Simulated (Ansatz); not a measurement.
Species: C₂H₂F₂, SMILES `C=C(F)F` (charge 0, multiplicity 1).

Problem. Give a relaxed geometry from PBE-D3(BJ)/def2-TZVP in Ansatz (a quantum-chemistry and plane-wave program).

Solution. the end point of this relaxation (outside a Z-matrix the atoms follow the SMILES, hydrogens last).
Cartesian coordinates (Å) in one orientation:
```xyz
6

C      0.722    -0.136     0.077
C     -0.573     0.108    -0.062
F     -1.291     0.911     0.721
F     -1.355    -0.411    -1.005
H      1.277     0.337     0.882
H      1.221    -0.809    -0.614
```
